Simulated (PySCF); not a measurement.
Vertical excitations of a molecule C4H4ClF from TDA-PBE0/def2-SVPD (PySCF), as energy in eV (oscillator strength): 5.75 (0.936), 6.03 (0.000), 6.27 (0.001), 6.54 (0.000), 6.60 (0.017), 7.18 (0.018), 7.65 (0.012), 7.76 (0.000), 7.84 (0.079), 7.92 (0.004). Lowest triplet (TDA): 2.92 eV. The structure is a stationary point at B3LYP-D3(BJ)/def2-SVP. The values are those of a single conformer.

Q: Pick the molecule that these values belong to.
A) C=C/C=C(\F)Cl
B) C=C(F)/C=C\Cl
C) C=C=C(F)CCl
D) C=C(F)C(=C)Cl

A: B, C=C(F)/C=C\Cl
